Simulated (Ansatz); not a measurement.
Cartesian coordinates in Å:
```
F -0.0422 -2.0065 1.1698
C -0.0657 -0.8958 0.4595
C -0.6639 -0.4350 -0.6228
F -1.5298 -0.8608 -1.5216
Ge 0.4973 0.9070 0.1113
H -0.0618 2.0857 0.9220
H 1.8661 1.2054 -0.5182
```

Total charge 0; spin multiplicity 1.

(1) List the PBE0/def2-TZVPP orbital energies in eV (the Gaussian-basis code of Ansatz). (Estimate.)

Answers

(1) Ansatz gave: Occupied: -10860.64, -1358.88, -1208.73, -1208.67, -1208.67, -674.98, -674.98, -280.82, -280.80, -171.63, -121.49, -121.39, -121.37, -34.96, -34.82, -34.31, -34.26, -34.22, -34.21, -34.20, -22.72, -17.20, -16.69, -15.20, -14.03, -13.53, -13.33, -13.30, -10.54, -9.07, -8.44, -7.68. Lowest empty: -0.65, 0.38, 0.62, 1.02, 1.79, 2.73, 4.18, 4.37.
